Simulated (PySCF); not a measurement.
# Potential energy of GaC along the bond

Set-up: basis Ga cc-pVTZ-PP with ECP10, C cc-pVTZ; scalar-relativistic core potentials; PySCF 2.14. Energies in eV from Ga + C in their ground configurations at the same level. State: ⁴Σ⁻ (quartet), unpaired electrons σ ↑, π ↑↑.

All columns are PBE0. A positive dipole means Ga(−)C(+).

```tsv
R (Å)	E (eV)	μ (D)	Mulliken charge on Ga (basis-dependent)	HOMO (eV)	LUMO (eV)	Mayer bond order	⟨S²⟩
1.723	-2.615	-1.33	0.20	-6.40	-3.02	1.70	3.76
1.804	-2.988	-1.51	0.23	-6.44	-2.85	1.59	3.76
1.884	-3.192	-1.73	0.27	-6.47	-2.69	1.49	3.76
1.944	-3.264	-1.92	0.29	-6.48	-2.59	1.42	3.76
2.004	-3.283	-2.12	0.31	-6.48	-2.50	1.35	3.75
2.064	-3.263	-2.33	0.33	-6.47	-2.42	1.29	3.75
2.144	-3.191	-2.64	0.35	-6.43	-2.34	1.23	3.75
2.244	-3.051	-3.03	0.37	-6.34	-2.27	1.16	3.75
2.365	-2.840	-3.51	0.39	-6.09	-2.22	1.09	3.75
2.525	-2.526	-4.13	0.40	-5.80	-2.22	1.03	3.75
```

A fit through these points gives, at Re = 2.001 Å, μ = -2.11 D and dμ/dR = -3.47 D/Å; the reduced mass is 10.22 u.

Task: How strong is the fundamental in the double-harmonic approximation, I = 42.26·(dμ/dR)²/μred km/mol?

Result: I = 42.26·(-3.47)²/10.22 = 49.8 km/mol at PBE0.

Spin–orbit coupling is left out. The state was picked by a PBE0 search and need not be the measured ground state.
